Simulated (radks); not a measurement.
The numbers below are computed, except where a source is named.
Isoelectronic series with 29 electrons, each ion in its NIST ground configuration. Level of theory: non-relativistic Kohn-Sham, PBEsol, spin-unpolarised, spherical densities, point nucleus (a radial shooting solver on a logarithmic mesh with Libxc functionals). Total energies (hartree) and orbital eigenvalues (hartree):

| ion | configuration | E (hartree) | 4s | 3d |
|---|---|---|---|---|
| Cu | [Ar] 3d10 4s1 | -1638.96169 | -0.16298 | -0.19239 |
| Zn+ | [Ar] 3d10 4s1 | -1777.44286 | -0.50311 | -0.73921 |
| Ga2+ | [Ar] 3d10 4s1 | -1922.14915 | -0.94019 | -1.46525 |
| Ge3+ | [Ar] 3d10 4s1 | -2073.03368 | -1.46070 | -2.34346 |
| As4+ | [Ar] 3d10 4s1 | -2230.06815 | -2.05799 | -3.36020 |
| Se5+ | [Ar] 3d10 4s1 | -2393.23394 | -2.72821 | -4.50760 |
| Br6+ | [Ar] 3d10 4s1 | -2562.51805 | -3.46889 | -5.78076 |
| Kr7+ | [Ar] 3d10 4s1 | -2737.91094 | -4.27838 | -7.17642 |
| Rb8+ | [Ar] 3d10 4s1 | -2919.40537 | -5.15547 | -8.69229 |
| Sr9+ | [Ar] 3d10 4s1 | -3106.99572 | -6.09931 | -10.32673 |
| Zr11+ | [Ar] 3d10 4s1 | -3500.44695 | -8.18463 | -13.94663 |
| Nb12+ | [Ar] 3d10 4s1 | -3706.30115 | -9.32518 | -15.93039 |
| Mo13+ | [Ar] 3d10 4s1 | -3918.23754 | -10.53050 | -18.02915 |
| Tc14+ | [Ar] 3d10 4s1 | -4136.25399 | -11.80031 | -20.24244 |
| Ru15+ | [Ar] 3d10 4s1 | -4360.34868 | -13.13439 | -22.56984 |
| Rh16+ | [Ar] 3d10 4s1 | -4590.52004 | -14.53254 | -25.01100 |
| Pd17+ | [Ar] 3d10 4s1 | -4826.76671 | -15.99458 | -27.56565 |
| Ag18+ | [Ar] 3d10 4s1 | -5069.08753 | -17.52038 | -30.23354 |
| Cd19+ | [Ar] 3d10 4s1 | -5317.48144 | -19.10981 | -33.01445 |
| In20+ | [Ar] 3d10 4s1 | -5571.94755 | -20.76277 | -35.90820 |
| Sn21+ | [Ar] 3d10 4s1 | -5832.48504 | -22.47915 | -38.91464 |
